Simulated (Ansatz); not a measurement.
## What a proton shuttle does

BNH₄ ([BH2][NH2]) + HF → BH₂F ([BH2][F]) + NH₃ (links in brackets), a four-centre ligand exchange, has a barrier of 0.727 eV above its start structure and a step energy of -0.716 eV. One NH₃ is now added to the ring of the saddle, taking the hydrogen and handing on one of its own. Gas-phase electronic energies, without zero-point energy, by CCSD(T) at an estimated basis limit (MP2 extrapolated from triple and quadruple zeta, plus CCSD(T) − MP2 in triple zeta); Ansatz 0.2.0, def2-TZVPP and QZVPP, frozen cores, on PBE0-D4/def2-TZVP structures. Extrapolation: Hartree–Fock as exp(−7.88 √X), correlation as X^−2.97. Each barrier counts from its own start structure, which holds all the molecules, is reached by relaxing down from the saddle and may not be the deepest complex; no counterpoise correction.

(1) What are the barrier and the step energy with the shuttle? (An estimate is asked for; the value comes from the calculation.)

No T1 diagnostic of these runs exceeds 0.013.

For scale, one of the runs: CCSD(T)/def2-TZVPP, 236 basis functions, launched by `ansatz run in.yaml --threads 4 --pin off --events-out ev --progress --plain --max-ram 9574MiB`. The run took 100 s on 4 CPU threads of an Arm Neoverse V2 (shared host), with 4.7 GiB of host memory at its peak.

Answers

(1) Computed: Barrier 0.332 eV, 0.395 eV lower than without; step energy -0.805 eV, both from the start structure. Counted from all the molecules apart, the saddle lies at -0.245 eV with the shuttle and at 0.526 eV without; the start well goes from -0.201 to -0.577 eV. At the saddle the angle at each passing proton is F–H···N 133° without the shuttle, against F–H···N 168° and N–H···N 137° with it. Bringing in the extra molecule costs entropy, which these electronic energies leave out.
